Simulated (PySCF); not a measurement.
Molecule: C3H8BO, charge 0, multiplicity 2. It need not be the lowest isomer of its formula. 
Structure (B3LYP-D3(BJ)/def2-TZVP (Ansatz) minimum search):
SMILES: [CH2]B(C)OC
```xyz
13

C     -1.0082     1.6127    -0.7118
B     -0.4198     0.3316    -0.1043
C     -1.2837    -0.7380     0.6715
O      0.9302     0.1738    -0.2825
C      1.6388    -0.9506     0.2126
H     -0.3944     2.3342    -1.2412
H     -2.0601     1.8684    -0.6479
H     -2.3383    -0.4673     0.7274
H     -1.2193    -1.7235     0.1975
H     -0.9223    -0.8763     1.6964
H      1.5633    -1.0187     1.3007
H      1.2615    -1.8795    -0.2223
H      2.6853    -0.8299    -0.0630
```
Charge 0, spin multiplicity 2.

Dispersion corrections to the total energy (kcal/mol) from the dftd3 and dftd4 libraries through PySCF: D3(BJ) without and D4 with the three-body term, each with the damping fitted for the functional named.

```csv
functional,D3(BJ),D4
revPBE,-13.49,[?]
TPSS,-6.55,-6.83
B2GP-PLYP,-2.89,-2.12
TPSSh,-5.99,-6.23
HSE06,-3.32,[?]
B3LYP,-8.85,-8.03
LC-wPBE,-4.79,[?]
```

Question: Complete the blanks.

Answer: 
- revPBE, D4: -17.15
- HSE06, D4: -3.92
- LC-wPBE, D4: -5.56
